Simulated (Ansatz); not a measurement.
Calculated with Ansatz (gas phase, PBE0-D4/def2-TZVP geometries, no zero-point term in ΔE). CCSD(T)/CBS is the MP2 limit (def2-TZVPP, def2-QZVPP) plus CCSD(T) − MP2 in def2-TZVPP, frozen cores. This one scheme is used for every species. One conformer a species, not always the lowest.

Reaction (substitution at a C–Si bond): `C[SiH](N)[SiH2]N` + `CB(N)O` → `CNB(C)O` + `N[SiH2][SiH2]N`

| level | ΔE (kJ/mol) |
| --- | --- |
| CCSD/def2-TZVPP | 82.7 |
| HF/def2-QZVPP | 77.0 |
| SCS-MP2/def2-QZVPP | 84.4 |
| MP2/CBS(def2) | 90.9 |

Problem. What does CCSD(T)/CBS give? (Estimate.)

Solution. Ansatz gave: +85.7 kJ/mol. The listed levels differ from it by -3.0, -8.7, -1.3, 5.2 kJ/mol.

Largest T1 diagnostic among the species: 0.011.

In def2-TZVPP, CCSD(T) changes the Hartree–Fock value by +6.1 kJ/mol (the triples alone add +0.4 kJ/mol) and MP2 by +11.3 kJ/mol.
